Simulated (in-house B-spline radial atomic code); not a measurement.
Configurations of the krypton ion Kr³⁺, with energies counted from [Ar] 3d10 4s2 4p3. Computed with an all-electron radial atomic-structure program (B-spline basis): scalar-relativistic (X2C) BHandHLYP, spin-polarised, spherical fractional occupations, exact exchange averaged over the configuration, Fermi nucleus of rms radius 4.1884 fm. Shells without spins written out take the highest spin.

Occupations are held fixed; configurations that lie above the ionisation limit could autoionise.

```
                configuration  E - E(ref) (eV)  highest orbital  its <r> (bohr)
        [Ar] 3d10 4s2 4p2 5s1           25.232            5s up           3.271
        [Ar] 3d10 4s1 4p3 5f1           53.465            5f up           6.956
         [Ar] 3d9 4s2 4p3 5f1           126.35            5f up           6.895
[Ne] 3s2 3p5 3d10 4s2 4p3 4d1           225.33            4d up           2.105
[Ne] 3s2 3p5 3d10 4s2 4p3 5p1           234.35            5p up           3.636
[Ne] 3s2 3p5 3d10 4s2 4p3 5f1           246.54            5f up           6.893
```

Problem. Order these further configurations by energy, lowest first.
A. [Ar] 3d10 4s1 4p3 5d1
B. [Ar] 3d9 4s2 4p4
C. [Ne] 3s2 3p5 3d10 4s2 4p3 4f1
D. [Ar] 3d10 4s1 4p3 4f1
E. [Ar] 3d10 4s2 4p2 5d1

Solution. E (36.23 eV), A (48.104 eV), D (48.391 eV), B (85.116 eV), C (241.42 eV).

Problem. How far above the reference does [Ar] 3d10 4s1 4p3 5p1 lie?

Solution. 41.695 eV; its least bound orbital is 5p up with <r> = 3.716 bohr.
